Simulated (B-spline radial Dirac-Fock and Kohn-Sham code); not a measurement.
# Satellites and hypersatellites of the K lines of Zn⁺

System: the Zn⁺ ion, [Ar] 3d10 4s1, inside a Watson sphere of charge -1 and radius 3 Å (a model of the Madelung potential; inside it an electron's potential energy is raised by 4.8 eV).

Model: Dirac-Fock (average of configuration) total-energy differences with a finite nucleus, the Breit interaction including its frequency dependence, and self-energy and vacuum-polarisation corrections. Program: a radial finite-basis atomic code. Each two-hole energy is an average over J within one jj subconfiguration, not an observable level; in light atoms, where LS coupling holds, the j-resolved values are not observed lines, and for a K spectator the Kα1 hypersatellite is nearly forbidden. No correlation.

Lines without a spectator: Kα2 (K-L2) 8614.9 eV, Kα1 (K-L3) 8638.2 eV, Kβ3 (K-M2) 9566.6 eV, Kβ1 (K-M3) 9569.6 eV. Shifts in eV with one spectator hole (a dash: not computed, or left out as unreliable):

```tsv
spectator hole	Kα2	Kα1	Kβ3	Kβ1
L2 (2p1/2)	+30.7	+37.6	–	+81.5
L3 (2p3/2)	+34.3	+33.0	+77.9	–
M2 (3p1/2)	–	+2.83	+5.05	+6.86
M3 (3p3/2)	+2.52	–	+6.33	+5.86
M4 (3d3/2)	-0.12	-1.02	–	–
M5 (3d5/2)	-1.10	-0.52	–	–
```

Question: Where does the K-L3 hypersatellite lie, emitted when both K electrons are missing?

Answer: +322.4 eV from the normal line, at 8960.6 eV. Removing both K electrons costs 19771.1 eV, which is 426.2 eV more than twice the K binding energy. In light atoms the observed hypersatellite is the ¹S₀ → ¹P₁ component, which lies below this average, and the triplet component is nearly forbidden.

With n spectator holes in 2p, averaged over the 2p shell (energies in eV):

```tsv
n	KαLⁿ	step	hypersatellite KαʰLⁿ
0	8630.4	–	8951.7
1	8664.9	+34.5	8987.3
2	8700.3	+35.4	9023.9
3	8736.7	+36.4	9061.5
4	8774.2	+37.5	9100.2
5	8812.7	+38.5	9139.9
```
